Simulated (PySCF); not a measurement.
C2H3BClFO2. Atoms are numbered in the order given.

```xyz
10

B      0.7236     0.4682     0.6379
Cl     0.3584    -0.8847     1.6944
F      1.5458     1.4123     1.0618
O      0.2686     0.5751    -0.6441
C     -0.8620    -0.0195    -1.1884
C     -0.6768    -0.2588    -2.6583
O     -1.8365    -0.2498    -0.5329
H     -1.6001    -0.6652    -3.0856
H      0.1562    -0.9622    -2.8127
H     -0.4034     0.6840    -3.1554
```

Geometry optimised at TPSSh-D3(BJ)/def2-SVP. This is a generated structure with no PubChem entry under its InChIKey; it may be hypothetical. The values are those of a single conformer.

These are PySCF 2.14.0 with TPSSh-D3(BJ)/def2-SVP values and carry that method's errors.

Frequencies are harmonic and unscaled.

Computed vibrational spectrum:
```tsv
mode	ν (cm⁻¹)	IR (km/mol)	Raman (Å⁴/amu)	depolarisation	moving atoms (share of kinetic energy)
1	42	3.3	0.9	0.74	O 32 %, C 25 %, Cl 19 %, H 15 %, F 9 %
2	86	0.0	0.3	0.73	O 50 %, F 22 %, C 12 %, H 9 %
3	120	0.5	0.1	0.44	H 85 %, O 9 %
4	130	0.7	0.5	0.57	O 47 %, Cl 31 %, H 10 %
5	309	7.5	1.2	0.63	F 30 %, C 25 %, O 19 %, H 13 %, Cl 12 %
6	365	1.0	2.4	0.72	O 33 %, F 32 %, Cl 17 %, B 9 %
7	419	4.6	1.1	0.35	F 27 %, O 20 %, Cl 19 %, H 14 %, C 12 %, B 8 %
8	555	6.4	1.7	0.60	B 46 %, C 22 %, H 13 %, O 10 %
9	584	24.4	0.5	0.68	B 30 %, C 28 %, H 20 %, O 19 %
10	617	53.7	6.8	0.12	C 31 %, F 20 %, O 19 %, Cl 12 %, H 11 %
11	666	15.1	1.5	0.45	O 57 %, C 15 %, B 13 %
12	908	54.6	3.2	0.19	O 54 %, C 20 %, B 12 %
13	1007	36.0	2.7	0.27	H 53 %, C 31 %, O 12 %
14	1053	5.2	0.3	0.75	H 51 %, C 47 %
15	1215	287.0	0.6	0.63	C 59 %, H 21 %, B 13 %
16	1241	621.7	2.1	0.07	B 49 %, O 30 %, F 10 %, C 8 %
17	1390	144.4	5.0	0.72	H 69 %, C 26 %
18	1414	499.3	0.2	0.37	B 70 %, F 15 %, O 10 %
19	1456	17.7	14.5	0.71	H 96 %
20	1466	9.1	14.0	0.75	H 96 %
21	1883	231.7	6.9	0.26	C 63 %, O 36 %
22	3055	0.3	134.5	0.01	H 97 %
23	3137	1.3	66.7	0.74	H 91 %, C 9 %
24	3191	3.1	67.2	0.70	H 90 %, C 10 %
```
